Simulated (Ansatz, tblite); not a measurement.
Potential energy curve for MgC, lowest triplet found (which spin is the ground state isn't settled by this scan).

Methods: ROMP2 = MP2 on ROHF/aug-cc-pVDZ, frozen core (Ansatz, a program for electronic structure); UKS-PBE = unrestricted PBE/aug-cc-pVDZ (Ansatz); GFN2-xTB, 300 K electronic temperature (tblite).

Total energies in hartree (comparable only within one method and basis):

```
R / Å       ROMP2     UKS-PBE  GFN2-xTB
-----  ----------  ----------  --------
1.58   -237.30926  -237.70851  -2.32875
1.68   -237.35274  -237.75003  -2.37321
1.81   -237.38515  -237.78127  -2.40052
1.87   -237.39370  -237.78968  -2.40624
1.99   -237.40275  -237.79896  -2.41016
2.06   -237.40457  -237.80105  -2.40945
2.11   -237.40480  -237.80147  -2.40807
2.20   -237.40367  -237.80056  -2.40426
2.24   -237.40272  -237.79962  -2.40217
2.33   -237.40002  -237.79667  -2.39683
2.44   -237.39621  -237.79206  -2.38952
2.60   -237.39073  -237.78454  -2.37826
2.73   -237.38684  -237.77843  -2.36919
2.91   -237.38250  -237.77061  -2.35698
3.18   -237.37801  -237.76091  -2.34104
3.46   -237.37521  -237.75338  -2.32808
3.85   -237.37312  -237.74627  -2.31464
4.30   -237.37203  -237.74136  -2.30428
4.78   -237.37151  -237.73843         —
5.40   -237.37123  -237.73651         —
6.33   -237.37108  -237.73533         —
7.38   -237.37102  -237.73490         —
```

A dash means that the run gave no value there, or that the column was ended at a point which the program doubted or which failed a test of continuity chosen for this set; such a test can also cut sound points.

The T1 diagnostic of CCSD on the restricted reference of ROMP2 exceeds 0.045 at 1.58 to 3.18 Å. The unrestricted determinant behind UKS-PBE is spin-contaminated at 1.58 to 3.85 Å (<S²> up to 2.4, against 2.00 for a pure triplet).
